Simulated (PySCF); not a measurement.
Compound: TMS-CHClF, C4H10ClFSi.
Geometry (PBE0-D3(BJ)/def2-TZVP, Å), atoms numbered from 1 in this order:
```
atom  x, y, z in Å
C1    -0.8592   -0.6171   -1.5461
Si2    0.0669   -0.0594   -0.0282
C3     1.5692    0.9643   -0.4534
C4     0.5151   -1.5023    1.0720
C5    -1.1122    1.0536    0.9944
F6    -2.2200    0.3454    1.3950
Cl7   -1.6503    2.4541    0.0230
H8    -1.7757   -1.1438   -1.2700
H9    -1.1326    0.2356   -2.1708
H10   -0.2447   -1.2961   -2.1434
H11    2.1148    1.2659    0.4445
H12    2.2556    0.3924   -1.0832
H13    1.2838    1.8670   -0.9978
H14   -0.3756   -2.0612    1.3682
H15    1.1859   -2.1894    0.5489
H16    1.0244   -1.1676    1.9793
H17   -0.6593    1.4839    1.8910
```

Computed with PySCF at wB97X-D/pcSseg-2, non-relativistic, on one gas-phase PBE0-D3(BJ)/def2-TZVP geometry that isn't relaxed in the solvent. The solvent is an IEF-PCM continuum (Bondi radii, 1.10 Å for H, scaled by 1.2). The model holds no explicit solvent molecules, cavitation or dispersion.

Gas phase at wB97X-D/pcSseg-2: HOMO -9.80 eV, LUMO 1.91 eV, dipole 2.61 D.

Q: What does the continuum do to the energy, the frontier levels and the dipole at wB97X-D/pcSseg-2 in chloroform?

A: 
| solvent | ε | E(solvent) − E(gas) (kcal/mol) | polarisation term (kcal/mol) | distortion of the solute (kcal/mol) | HOMO (eV) | LUMO (eV) | dipole (D) |
| --- | --- | --- | --- | --- | --- | --- | --- |
| chloroform | 4.711 | -2.76 | -3.05 | 0.29 | -9.79 | 2.14 | 3.13 |

Polarisation term: ½ Σ q·V over the induced surface charges. Distortion: the rise of the solute's own energy as its density leaves the gas-phase optimum.

Q: Which radius a makes the point-dipole formula ΔE = −[(ε − 1)/(2ε + 1)]·μ²/a³ give the value in chloroform, with the gas-phase dipole?

A: μ = 1.025 au and |ΔE| = 0.00440 Eh give a = 2.33 Å; the farthest nucleus lies 2.96 Å from the centroid of the nuclei, so such a sphere wouldn't even hold the nuclei. The formula assumes a rigid point dipole at the centre of a sphere.

Q: Give the dipole vector in the frame of the coordinates (D, pointing from negative to positive charge), gas and chloroform.

A: Gas (2.35, -1.13, -0.09), solvent (2.83, -1.34, 0.01). Its length changes by +20 % and its direction by 2°.

Note: wB97X-D ran without an empirical dispersion term, which enters the total energy and its gradient alone.
